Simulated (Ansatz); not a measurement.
`[CH2]1[SnH2][Te]1`, relaxed with RKS PBE0-D4/def2-TZVP in Ansatz 0.2.0 from a PBE-D4/def2-SVP geometry. The force threshold is 0.005 eV/Å; the program also tests the step.

Charge 0, multiplicity 1. Sn, Te takes the def2 core potential.

Start:

```xyz
7

C     0.833   -0.045    0.711
Sn   -0.783    0.266   -0.683
Te    0.126   -2.135    0.238
H     0.660    0.228    1.766
H     1.860    0.142    0.355
H    -0.407    0.702   -2.302
H    -2.289    0.841   -0.085
```

```
        step  energy (eV)  largest force (eV/Å)  largest move (Å)
           1  -14226.0269                 0.648             0.000
2 (rejected)  -14225.9766                 1.580             0.133
           3  -14226.0739                 0.248             0.048
           4  -14226.0787                 0.022             0.017
           5  -14226.0789                 0.007             0.005
           6  -14226.0789                 0.000             0.002
```

End:

```xyz
7

C     0.817   -0.046    0.697
Sn   -0.771    0.261   -0.671
Te    0.129   -2.095    0.239
H     0.651    0.221    1.735
H     1.828    0.135    0.351
H    -0.400    0.694   -2.267
H    -2.256    0.829   -0.084
```

Hardware: 2 threads of an AMD EPYC 9R45 on a shared host. Wall time 11 s, peak host memory 0.4 GiB.
